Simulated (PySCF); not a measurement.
C₃H₄O₃, SMILES O=C1OCCO1 (connectivity only; charge and spin as stated), charge -1, multiplicity 2. Atoms are numbered in the order given.

```xyz
10

O      2.0756    -0.1199    -0.0166
C      0.8769    -0.1229    -0.3138
O     -0.0158    -1.0969     0.3549
C     -1.3168    -0.7014     0.0388
C     -1.2553     0.8479     0.0043
O      0.1041     1.1535    -0.1284
H     -2.0154    -1.0862     0.7991
H     -1.6234    -1.0931    -0.9544
H     -1.8506     1.2535    -0.8393
H     -1.6506     1.2913     0.9389
```
Charge -1, spin multiplicity 2.

Geometry: B3LYP-D3(BJ)/def2-SVPD. The spin state was assumed, not searched. Other conformers were not sampled.

Level of theory: PySCF with PBE/pcH-1.

Unrestricted Kohn–Sham, ⟨S²⟩ = 0.752. Hyperfine tensors hold the contact and dipolar terms, without spin-orbit corrections.

Computed hyperfine couplings:
```json
[
 {"nucleus": "17O no. 1", "A(iso) (MHz)": "-31.8", "A(iso) (G)": "-11.3", "dipolar principal values (MHz)": "-77.8, 37.8, 40.0"},
 {"nucleus": "13C no. 2", "A(iso) (MHz)": "451.1", "A(iso) (G)": "161.0", "dipolar principal values (MHz)": "-43.5, -42.6, 86.0"},
 {"nucleus": "17O no. 3", "A(iso) (MHz)": "-70.4", "A(iso) (G)": "-25.1", "dipolar principal values (MHz)": "-30.5, 14.5, 16.0"},
 {"nucleus": "13C no. 4", "A(iso) (MHz)": "-0.8", "A(iso) (G)": "-0.3", "dipolar principal values (MHz)": "-2.4, -0.1, 2.5"},
 {"nucleus": "13C no. 5", "A(iso) (MHz)": "-4.0", "A(iso) (G)": "-1.4", "dipolar principal values (MHz)": "-1.8, -1.2, 3.0"},
 {"nucleus": "17O no. 6", "A(iso) (MHz)": "-88.1", "A(iso) (G)": "-31.4", "dipolar principal values (MHz)": "-35.1, 16.9, 18.2"},
 {"nucleus": "1H no. 7", "A(iso) (MHz)": "-4.0", "A(iso) (G)": "-1.4", "dipolar principal values (MHz)": "-2.8, -1.3, 4.1"},
 {"nucleus": "1H no. 8", "A(iso) (MHz)": "-2.2", "A(iso) (G)": "-0.8", "dipolar principal values (MHz)": "-4.7, -1.4, 6.1"},
 {"nucleus": "1H no. 9", "A(iso) (MHz)": "0.7", "A(iso) (G)": "0.3", "dipolar principal values (MHz)": "-2.5, -1.7, 4.3"},
 {"nucleus": "1H no. 10", "A(iso) (MHz)": "4.8", "A(iso) (G)": "1.7", "dipolar principal values (MHz)": "-2.6, -1.0, 3.6"}
]
```
